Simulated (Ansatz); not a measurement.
Energy needed to pull apart CHBFN (SMILES FB1C=N1), closed shell, into free ground-state atoms, from the structure below (displaced at random from a GFN2-xTB minimum); no zero-point or spin–orbit terms; open-shell atoms are treated unrestricted, in their ground-state multiplicity.

```xyz
5
angstrom
F 0.1465 -1.4930 1.5923
B 0.0533 -0.5373 0.4988
C 0.1910 0.4956 -0.3681
N -0.7482 -0.1757 -0.6871
H 0.5274 1.5019 -0.8949
```

Program: Ansatz 0.2.0. Basis: def2-TZVPP. Cores are frozen in the correlated methods.

| method | atomization energy (eV) |
| --- | --- |
| PBE-D4 | 23.15 |
| r2SCAN-D4 | 22.05 |
| PBE0-D4 | ? |
| r2SCAN0-D4 | 21.34 |
| CAM-B3LYP-D4 | 22.16 |
| wB97M-V | 22.15 |
| HF | 14.65 |
| MP2 | ? |
| CCSD | 20.39 |
| CCSD(T) | 20.93 |

Task: What does PBE0-D4 give? (Judge from chemistry; the value comes from the calculation.)

Result: The calculation gives: 22.21 eV, which is about 1.29 eV more than CCSD(T)/def2-TZVPP.

Task: What does MP2 give? (Judge from chemistry; the value comes from the calculation.)

Result: Computed: 22.00 eV, which is about 1.07 eV more than CCSD(T)/def2-TZVPP.

In triple zeta the MP2 and coupled-cluster atomization energies are still short of their basis limit by a few kcal/mol a bond, whereas those of the functionals are nearly converged, so these differences are not deviations from converged CCSD(T).

The T1 diagnostic stays at or below 0.014.

For scale, one of the runs: CCSD(T)/def2-TZVPP forces, 138 basis functions (an equivalent command: `ansatz run in.yaml --threads 4`). The run took 32 s on 4 CPU threads (shared host), with 1.5 GiB of host memory at its peak.
